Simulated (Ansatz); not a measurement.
Z-matrix (Å, degrees):
```
Sn
C 1 2.102
Cl 1 2.310 2 109.2
Cl 1 2.307 2 113.2 3 119.8
Cl 1 2.307 2 113.2 3 -119.8
C 2 1.325 1 120.5 3 -0.3
H 2 1.085 1 117.5 3 179.7
H 6 1.087 2 121.0 1 -180.0
H 6 1.086 2 122.5 1 0.0
```

Charge 0, multiplicity 1. Sn: def2 effective core potential.

List the PBE0/def2-TZVPP orbital energies in eV (the Gaussian-basis code of Ansatz). (An estimate is asked.)

The calculation gave: Occupied: -2767.60, -2767.56, -2767.56, -279.62, -279.44, -259.43, -259.38, -259.38, -197.72, -197.67, -197.67, -197.57, -197.57, -197.52, -197.52, -197.52, -197.52, -141.81, -96.48, -96.47, -96.37, -30.35, -30.34, -30.22, -30.12, -30.12, -23.37, -22.66, -22.60, -22.42, -17.13, -14.79, -13.66, -12.53, -11.16, -11.10, -10.37, -9.64, -9.64, -9.38, -9.38, -9.20, -9.08, -9.06. Lowest empty: -2.01, -1.47, -0.06, 0.76, 1.05, 1.70, 2.09, 2.59.
